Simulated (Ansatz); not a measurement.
Mg(F)(NMe2) (C₂H₆FMgN), SMILES C[N](C)[Mg][F].

Coordinates come from a B3LYP-D3(BJ)/def2-SVP optimisation. Other conformers were not sampled.

Two levels are set side by side: PBE/def2-SVPD (Ansatz, a quantum-chemistry and plane-wave program) and PBE0/def2-SVPD (Ansatz). Energy differences of separate SCF runs at the same geometry; the states with an electron removed or added have multiplicity 2 and 2. Differences are taken from unrounded values.

```csv
quantity,PBE0
vertical ionisation energy (eV),7.73
vertical singlet–triplet gap (eV),3.06
```

### Question
What does PBE give, and how far is it from PBE0? (The exact figures need the calculation; the answer reports its results.)

### Answer

```csv
quantity,PBE,PBE minus PBE0
vertical ionisation energy (eV),7.75,0.01
vertical singlet–triplet gap (eV),2.99,-0.07
```
